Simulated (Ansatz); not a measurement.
Coupled-cluster run, B₂O₃, SMILES `O=BOB=O`.

```yaml
crystal:
  periodic: [false, false, false]
  atoms:
    - {symbol: O, position_ang: [-0.948529, 0.503264, -2.166876]}
    - {symbol: B, position_ang: [-0.473998, 0.055122, -1.154457]}
    - {symbol: O, position_ang: [0.045158, -0.483547, -0.064502]}
    - {symbol: B, position_ang: [0.483929, -0.161523, 1.140266]}
    - {symbol: O, position_ang: [0.893440, 0.086684, 2.245568]}
basis:
  gaussian: {orbitals: def2-SVP}
correlation: {method: ccsd_t}
```

```sh
$ ansatz run in.yaml --threads 4 --pin off --events-out ev --progress --plain --max-ram 10444MiB
```

Log, shortened:

```
Functional definition: HF
666 factors; integrals over basis functions are off by at most 1.0e-3 eV
mean field evaluation 1: about -7446.4168 eV, gradient 5.7e1 eV
mean field evaluation 2: about -7446.8462 eV, gradient 5.8e1 eV
mean field evaluation 4: about -7453.6552 eV, gradient 4.1e0 eV
mean field evaluation 8: about -7453.7788 eV, gradient 7.4e-1 eV
mean field -7453.78158302 eV, -273.9214208214 hartree, gradient 9.9e-6 eV, S^2 0.000000; 0 other end points of the search recorded, 0 dependent functions left out
5 core orbitals not correlated: weight in the atoms' cores, before any rotation towards them, 1.000 or more for the frozen orbitals, at most 0.000 for the correlated occupied ones
reference -7453.78158302 eV, -273.9214208214 hartree; 12, 12 occupied and 53, 53 virtual orbitals, 666 factors
second order -18.73387097 eV of doubles, -0.00000000 eV of singles
cycle   1  -18.14494219 eV  change    5.9e-1 eV  update   1.3e-1
cycle   2  -18.68945575 eV  change   -5.4e-1 eV  update   4.1e-2
cycle   3  -18.84215928 eV  change   -1.5e-1 eV  update   2.1e-2
cycle   4  -18.83036974 eV  change    1.2e-2 eV  update   3.8e-3
cycle   5  -18.82707152 eV  change    3.3e-3 eV  update   1.2e-3
cycle   6  -18.82791211 eV  change   -8.4e-4 eV  update   3.3e-4
cycle   7  -18.82799203 eV  change   -8.0e-5 eV  update   9.6e-5
cycle   8  -18.82796072 eV  change    3.1e-5 eV  update   3.6e-5
cycle   9  -18.82795960 eV  change    1.1e-6 eV  update   1.2e-5
perturbative correction -0.59805596 eV, -0.0219781510 hartree
Total energy: -7473.20759858 eV, -274.6353137257 hartree
```

Hardware: 4 threads of an Arm Neoverse V2 on a shared host. Wall time 0.55 s, peak host memory 0.18 GiB.

The correlation energy is -19.426 eV, 3.1 % of it from (T); the T1 diagnostic reads 0.0194.
